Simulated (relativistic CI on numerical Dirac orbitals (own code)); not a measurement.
# Slater and spin-orbit integrals, Te XXV

Method of calculation: Dirac-Coulomb-Breit CI, KLI orbitals optimised for each configuration, QED by a radiative potential, unscaled Slater integrals (own radial code, finite nucleus).

Slater integrals F^k, G^k are unscaled and averaged over j, outside the closed core [Ne]; ζ comes from projecting the Hamiltonian with its Breit term on Σ l·s of the shell.

- 3s2 3p6 3d9 4s: ζ(3d) = 35376, G^2(3d,4s) = 35334 cm⁻¹; <r>(3d) = 0.2843, <r^2>(3d) = 0.09485, <r>(4s) = 0.6531, <r^2>(4s) = 0.4787 (bohr units).
- 3s2 3p6 3d9 4p: ζ(3d) = 35389, F^2(3d,4p) = 105780, G^1(3d,4p) = 34671, G^3(3d,4p) = 34785, ζ(4p) = 82677 cm⁻¹; <r>(3d) = 0.2844, <r^2>(3d) = 0.09487, <r>(4p) = 0.6692, <r^2>(4p) = 0.5056 (bohr units).
- 3s2 3p6 3d9 4d: ζ(3d) = 35371, F^2(3d,4d) = 107500, F^4(3d,4d) = 53756, G^0(3d,4d) = 35256, G^2(3d,4d) = 43995, G^4(3d,4d) = 34452, ζ(4d) = 9715.8 cm⁻¹; <r>(3d) = 0.2845, <r^2>(3d) = 0.09493, <r>(4d) = 0.679, <r^2>(4d) = 0.5264 (bohr units).

Averages of the first 10 configurations, taken without configuration mixing, which lowers the lowest level and can move excited configurations by several eV; other configurations of the list can lie among them:

```
    Configuration  Parity  States  Average energy above the lowest level (eV)
     3s2 3p6 3d10    even       1                                         0.1
   3s2 3p6 3d9 4s    even      20                                       520.1
   3s2 3p6 3d9 4p     odd      60                                       579.6
   3s2 3p6 3d9 4d    even     100                                       666.2
   3s2 3p6 3d9 4f     odd     140                                       751.2
  3s2 3p5 3d10 4s     odd      12                                       776.5
  3s2 3p6 3d8 4s2    even      45                                      1064.0
  3s2 3p5 3d10 4p    even      36                                       836.1
3s2 3p6 3d8 4s 4p     odd     540                                      1119.5
   3s2 3p6 3d9 5s    even      20                                       848.7
```
